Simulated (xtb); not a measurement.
xtb input (GFN1-xTB):

```bash
xtb mol.xyz --gfn 1 --opt tight --chrg 0 --uhf 0
```
mol.xyz:
```
5

Si    -0.03776263    -0.00557423     0.32102313
F     -0.68530069     1.29659503    -0.29329338
F      1.49422104    -0.02325141    -0.05982940
F     -0.72707839    -1.26126273    -0.34262232
H     -0.20790089    -0.03068876     1.76738212
```

Output:

```
           -------------------------------------------------
          |                Calculation Setup                |
           -------------------------------------------------

           -------------------------------------------------
          |                 G F N 1 - x T B                 |
           -------------------------------------------------

        Reference                      10.1021/acs.jctc.7b00118
      * Hamiltonian:
        H0-scaling (s, p, d)           1.850000    2.250000    2.000000
        zeta-weighting                 0.000000
      * Dispersion:
        s8                             2.400000
        a1                             0.630000
        a2                             5.000000
        s9                             0.000000
      * Repulsion:
        kExp                           1.500000
        rExp                           1.000000
      * Coulomb:
        alpha                          2.000000
        third order                    atomic
        anisotropic                    false
      * Halogen bond correction:
        rad-scale                      1.300000
        damping                        0.440000

          ...................................................
          :                      SETUP                      :
          :.................................................:
          :  # basis functions                  24          :
          :  # atomic orbitals                  23          :
          :  # shells                           11          :
          :  # electrons                        26          :
          :  # halogen bonds                     0          :
          :  max. iterations                   250          :
          :  Hamiltonian                  GFN1-xTB          :
          :  restarted?                      false          :
          :  GBSA solvation                  false          :
          :  PC potential                    false          :
          :  electronic temp.          300.0000000     K    :
          :  accuracy                    1.0000000          :
          :  -> integral cutoff          0.2500000E+02      :
          :  -> integral neglect         0.1000000E-07      :
          :  -> SCF convergence          0.1000000E-05 Eh   :
          :  -> wf. convergence          0.2000000E-04 e    :
          :  Broyden damping             0.4000000          :
          :  net charge                          0          :
          :  unpaired electrons                  0          :
          ...................................................

 iter      E             dE          RMSdq      gap      omega  full diag
   1    -18.0993168 -0.180993E+02  0.798E+00   10.85       0.0  T
   2    -18.1051485 -0.583169E-02  0.458E+00   10.37       1.0  T
   3    -18.1034289  0.171960E-02  0.615E-01   10.32       1.0  T
   4    -18.1061349 -0.270605E-02  0.277E-01   10.16       1.0  T
   5    -18.1062612 -0.126298E-03  0.111E-01   10.27       1.0  T
   6    -18.1063626 -0.101360E-03  0.524E-02   10.22       1.0  T
   7    -18.1063894 -0.268001E-04  0.601E-04   10.23      74.4  T
[...]
         :: gradient norm              0.000036997260 Eh/a0 ::
         :: HOMO-LUMO gap             10.299623310808 eV    ::
         ::.................................................::
         :: SCC energy               -18.110924968265 Eh    ::
         :: -> electrostatic           0.030482042138 Eh    ::
         :: repulsion energy           0.055011587077 Eh    ::
         :: dispersion energy         -0.000825645698 Eh    ::
         :: halogen bond corr.         0.000000000000 Eh    ::
         :: add. restraining           0.000000000000 Eh    ::
         :: total charge               0.000000000000 e     ::
         :::::::::::::::::::::::::::::::::::::::::::::::::::::

           -------------------------------------------------
          |                Property Printout                |
           -------------------------------------------------

    * Orbital Energies and Occupations

         #    Occupation            Energy/Eh            Energy/eV
      -------------------------------------------------------------
         1        2.0000           -0.8504188             -23.1411
         2        2.0000           -0.8503332             -23.1387
         3        2.0000           -0.8503332             -23.1387
         4        2.0000           -0.6092635             -16.5789
         5        2.0000           -0.5736453             -15.6097
         6        2.0000           -0.5736453             -15.6097
         7        2.0000           -0.5721448             -15.5689
         8        2.0000           -0.5577040             -15.1759
         9        2.0000           -0.5577040             -15.1759
        10        2.0000           -0.5398348             -14.6897
        11        2.0000           -0.5398348             -14.6897
        12        2.0000           -0.5370832             -14.6148
        13        2.0000           -0.5039869             -13.7142 (HOMO)
        14                         -0.1254827              -3.4146 (LUMO)
        15                         -0.1254827              -3.4146
        16                         -0.0919137              -2.5011
        17                         -0.0280097              -0.7622
        18                          0.0136902               0.3725
        19                          0.1404457               3.8217
        20                          0.1404457               3.8217
        21                          0.7475479              20.3418
        22                          0.7475479              20.3418
        23                          1.3991639              38.0732
      -------------------------------------------------------------
                  HL-Gap            0.3785042 Eh           10.2996 eV
             Fermi-level           -0.3147348 Eh           -8.5644 eV

  Mulliken/CM5 charges         n(s)   n(p)   n(d)
     1Si    0.62379  0.45775   0.972  1.270  1.135
     2F    -0.21079 -0.18812   1.755  5.456  0.000
     3F    -0.21079 -0.18812   1.755  5.456  0.000
     4F    -0.21079 -0.18812   1.755  5.456  0.000
     5H     0.00858  0.10659   0.991  0.000  0.000

Wiberg/Mayer (AO) data.
largest (>0.10) Wiberg bond orders for each atom

 ---------------------------------------------------------------------------
     #   Z sym  total        # sym  WBO       # sym  WBO       # sym  WBO
Note: The following floating-point exceptions are signalling: IEEE_DENORMAL
normal termination of xtb
 ---------------------------------------------------------------------------
     1  14 Si   4.792 --     3 F    1.283     4 F    1.283     2 F    1.283
                             5 H    0.943
     2   9 F    1.349 --     1 Si   1.283
     3   9 F    1.349 --     1 Si   1.283
     4   9 F    1.349 --     1 Si   1.283
     5   1 H    0.996 --     1 Si   0.943
 ---------------------------------------------------------------------------

Topologies differ in total number of bonds
Writing topology from bond orders to xtbtopo.mol

 dipole moment from electron density (au)
     X       Y       Z
  -0.0656  -0.0097   0.5574  total (Debye):    1.427

           -------------------------------------------------
          |                Geometry Summary                 |
           -------------------------------------------------

      molecular mass/u    :       86.0886489
   center of mass at/Å    :        0.0024585       0.0003629      -0.0208997
  moments of inertia/u·Å² :        0.7098246E+02   0.7098246E+02   0.1241317E+03
rotational constants/cm⁻¹ :        0.2374901E+00   0.2374901E+00   0.1358044E+00

 * 4 selected distances

     #   Z          #   Z                                           value/Å
     1  14 Si       2   9 F                                       1.5755504 (max)
     1  14 Si       3   9 F                                       1.5755504
     1  14 Si       4   9 F                                       1.5755504
     1  14 Si       5   1 H                                       1.4196247 (min)

 * 2 distinct bonds (by element types)

   Z      Z             #   av. dist./Å        max./Å        min./Å
   1 H   14 Si          1     1.4196247     1.4196247     1.4196247
   9 F   14 Si          3     1.5755504     1.5755504     1.5755504

optimized geometry written to: xtbopt.xyz

           -------------------------------------------------
          | TOTAL ENERGY              -18.056739026886 Eh   |
          | GRADIENT NORM               0.000036997260 Eh/α |
          | HOMO-LUMO GAP              10.299623310808 eV   |
           -------------------------------------------------

------------------------------------------------------------------------
------------------------------------------------------------------------
 total:
 SCF:
 ANC optimizer:
```
